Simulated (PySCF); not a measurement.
Excited states of P³⁺ (phosphorus, charge +3)

Ground state [Ne] 3s2, ¹S. Computed with PySCF 2.14 in def2-TZVP (5s5p2d1f, 37 functions), with the non-relativistic Hamiltonian (point nucleus). Vertical excitation energies in eV without spin-orbit coupling; excited terms of each kind are numbered among those the solver found. Frozen: [He] 2s2.

| term | leading excitation | EOM-EE-CCSD |
| --- | --- | --- |
| 1 3P° | 3s → p | 8.350 |
| 1 1P° | 3s → p | 13.126 |
| 1 3D | 3s → d | 23.586 |
| 1 1D | 3s → d | 27.687 |
| 1 3S | 3s → s | 28.506 |
| 1 1S | 3s → s | 29.639 |
| 2 3P° | 3s → p | 31.775 |
| 2 1P° | 3s → p | 31.894 |
| 2 3D | 3s → d | 47.296 |
| 2 1D | 3s → d | 47.721 |

Only the lower part of the computed list is shown. Doubly excited terms such as np² are absent. The solver can miss terms.
